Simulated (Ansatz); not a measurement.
Several settings on one geometry of Ge(OMe)H3 (CH6GeO) (that of the charge 0 singlet, PBE-D4/def2-TZVP). Ansatz on 4 threads of Arm Neoverse V1 on a shared host; times are rough.

Cartesian coordinates in Å:
```
Ge -0.381 0.613 -1.167
O -0.342 0.558 0.635
C 0.339 -0.545 1.222
H -0.117 -1.514 0.947
H 0.274 -0.433 2.315
H 1.409 -0.574 0.942
H 1.076 0.662 -1.703
H -1.168 1.897 -1.494
H -1.091 -0.664 -1.696
```

Totals from different functionals, basis sets or treatments of relativity can't be compared as stabilities.

**Question.** Give the basis size and estimate the energy, ⟨S²⟩ and time of these runs.

```tsv
run	method	charge	state	further keys
1	RKS B97/def2-mTZVPP	0	singlet	scf: {omitted_lower_state_checks: [starts]}
2	RKS r2SCAN0-D3(BJ)/STO-3G	0	singlet	scf: {omitted_lower_state_checks: [starts]}; forces asked
3	RKS ωB97X/STO-3G	0	singlet	final_grid: {core_spheres: 8, valence_spheres: 7, degree: 23}; scf: {omitted_lower_state_checks: [starts]}
```

**Answer.** 
| run | functions | energy (Eh) | ⟨S²⟩ | wall time |
| --- | --- | --- | --- | --- |
| 1 | 109 | -2193.8333 | – | 2.2 s |
| 2 | 34 | -2168.5262 | – | 0.95 s |
| 3 | 34 | -2168.5022 | – | 0.35 s |
